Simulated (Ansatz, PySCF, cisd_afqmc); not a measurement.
Species: BeCl, charge 0, doublet. BeCl (SMILES [Be][Cl], doublet).
B3LYP-D3(BJ)/def2-TZVP minimum from Ansatz (an electronic-structure program):
```xyz
2

Be     0.0000     0.0000    -1.4703
Cl     0.0000     0.0000     0.3460
```
Charge 0, spin multiplicity 2.

Atomisation energy term by term, kcal/mol (programs: Ansatz, cisd_afqmc). UHF or UKS for unpaired electrons; spin-orbit terms are left out. Cores are frozen in correlated methods. No relativity. The Monte Carlo rows (phaseless AFQMC, CISD trial, step 0.005/hartree) carry one-sigma bars that omit the constraint's bias. Outlying blocks are dropped, and bars are widened where a walk drifts. Over all cases where full CI ran beside it in this data, AFQMC minus full CI had a median of +0.1 mEh and passed +0.4 mEh in a tenth of the cases. CBS(X,Y): correlation extrapolated as X^-3, Hartree-Fock from the larger set. A bracket is a step between two methods taken in the basis named. Full CI freezes restricted core orbitals, also for open shells; the composite that ends in it estimates full CI at the basis-set limit. Where a partner has so few electrons that a lower coupled-cluster level is exact, that level stands in. The restricted determinant of Be ([Be], singlet) is unstable towards broken spin symmetry in at least one set run. The spin of BeCl ([Be][Cl], doublet) was assumed, and the state is the lowest solution found for it.

```tsv
term	basis	kcal/mol
Hartree-Fock	def2-QZVPP	84.11
CCSD correlation	CBS(def2-TZVPP,def2-QZVPP)	5.19
(T)	CBS(def2-TZVPP,def2-QZVPP)	2.90
CCSDT(Q) - CCSD(T)	def2-QZVPP	0.12
FCI - CCSDT(Q)	def2-SVP	0.00
minus zero-point energy	Hessian by PySCF at B3LYP-D3(BJ)/def2-TZVP	-1.17
sum: D0		91.1
```

The step beyond CCSD(T) by other levels: FCI in def2-SVP 0.25; CCSDTQ in def2-SVP 0.24; AFQMC/CISD in def2-SVP 0.39 ± 0.10; CCSDT(Q) in def2-SVP 0.25; CCSDT(Q) in def2-TZVPP 0.14 kcal/mol.
